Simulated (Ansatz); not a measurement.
Ideal-gas functions of C₂F₂N₂O₂Si, SMILES `O=C=N[Si](F)(F)N=C=O` at 600 K and 1 bar, from an Ansatz frequency run at PBE0-D4/def2-TZVP.

Molar mass 150.12 g/mol, point group C2v (symmetry number 2), electronic degeneracy 1, moments of inertia 210.673, 682.583, 771.282 u Å². Harmonic wavenumbers (cm⁻¹, unscaled): 15, 21, 23, 48, 244, 252, 327, 348, 355, 575, 637, 638, 639, 649, 743, 929, 994, 1553, 1553, 2419, 2459.

Use S(trans) = R[1.5 ln M + 2.5 ln T − 1.1517]; rotational temperatures θ = 24.2544 K / I; S(rot) = R[ln(√π/σ · √(T³/θAθBθC)) + 1.5]; for each mode x = 1.438777 ν̃/T, S = R[x/(eˣ − 1) − ln(1 − e⁻ˣ)] and H = RT x/(eˣ − 1); 1 cm⁻¹ = 0.0119627 kJ/mol; R = 8.31446 J/(mol·K).

**Question.** By hand: the entropy, in J/(mol·K).

**Answer.** Translation 185.9. Rotation: θ = 0.1151, 0.0355, 0.0314 K, giving 128.5. Vibration, mode by mode: 35.96, 33.16, 32.41, 26.29, 12.89, 12.63, 10.55, 10.06, 9.90, 6.27, 5.56, 5.55, 5.53, 5.43, 4.53, 3.19, 2.82, 0.97, 0.97, 0.17, 0.16, in all 225.0. Electronic 0.0. Sum 539.4 J/(mol·K).

**Question.** By hand: H − E and G − E in kJ/mol, counted from the electronic energy.

**Answer.** Zero-point energy ½ × 15421 × 0.0119627 = 92.2; thermal vibration 52.4; translation, rotation and pV give 4 RT = 20.0. H − E = 164.6 kJ/mol, and G − E = 164.6 − 600 × 539.4/1000 = -159.0 kJ/mol.

Vibration gives 42 % of the entropy, 127.8 J/(mol·K) of it from the modes under 150 cm⁻¹: soft modes count most, and the harmonic formula is weakest for them. The sum counts one conformer and one mirror image; others add a mixing term.
